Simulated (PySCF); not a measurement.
**Potential energy of BeGe⁻ along the bond**

Set-up: basis Be aug-pcseg-1, Ge aug-pcseg-1; no relativity; PySCF 2.14. Energies in eV from Be + Ge⁻ in their ground configurations at the same level. State: ⁴Σ⁻ (quartet), unpaired electrons σ ↑, π ↑↑.

```json
{"R (Å)": "1.920", "UHF-MP2": "-0.525", "PBE0": "-1.137", "UHF-CCSD": ""}
{"R (Å)": "2.010", "UHF-MP2": "-0.834", "PBE0": "-1.412", "UHF-CCSD": "-0.4893"}
{"R (Å)": "2.099", "UHF-MP2": "-1.010", "PBE0": "-1.561", "UHF-CCSD": "-0.6782"}
{"R (Å)": "2.166", "UHF-MP2": "-1.078", "PBE0": "-1.612", "UHF-CCSD": "-0.7581"}
{"R (Å)": "2.233", "UHF-MP2": "-1.104", "PBE0": "-1.624", "UHF-CCSD": "-0.7994"}
{"R (Å)": "2.300", "UHF-MP2": "-1.100", "PBE0": "-1.607", "UHF-CCSD": "-0.8126"}
{"R (Å)": "2.389", "UHF-MP2": "-1.059", "PBE0": "-1.554", "UHF-CCSD": "-0.8001"}
{"R (Å)": "2.501", "UHF-MP2": "-0.973", "PBE0": "-1.456", "UHF-CCSD": "-0.7538"}
{"R (Å)": "2.635", "UHF-MP2": "-0.854", "PBE0": "-1.318", "UHF-CCSD": "-0.6760"}
{"R (Å)": "2.814", "UHF-MP2": "-0.703", "PBE0": "-1.130", "UHF-CCSD": ""}
```

Put a parabola through the three lowest points of the UHF-MP2 curve and estimate Re, k and ωe (reduced mass 8.033 u; 1 eV/Å² = 0.16022 mdyn/Å; ωe = 1302.8·√(k/μ) cm⁻¹).

Through R = 2.166, 2.233, 2.3 Å the second-order coefficient is 3.34 eV/Å², so Re ≈ 2.258 Å, k ≈ 1.07 mdyn/Å and ωe ≈ 476 cm⁻¹. A polynomial fit of higher order to the unrounded UHF-MP2 energies gives Re = 2.254 Å, k = 1.02 mdyn/Å, ωe = 464 cm⁻¹; anharmonicity and rounding make the difference.

The higher-order fit for each curve: UHF-MP2: Re = 2.254 Å, ωe = 464 cm⁻¹, De = 1.11 eV; PBE0: Re = 2.225 Å, ωe = 473 cm⁻¹, De = 1.62 eV; UHF-CCSD: Re = 2.307 Å, ωe = 382 cm⁻¹, De = 0.81 eV.

Correlated steps freeze 9 core orbitals. Correlated levels converge slowly with the basis: in double zeta they bind strong bonds too weakly, by up to about 1 eV, and carry superposition errors of some tenths. Spin–orbit coupling is left out. For an ion De counts to the pair picked by the measured ionisation energies or electron affinities, which need not be the lowest pair at this level. The state is the lowest determinant that a PBE0 search found; another state may lie lower at other levels.
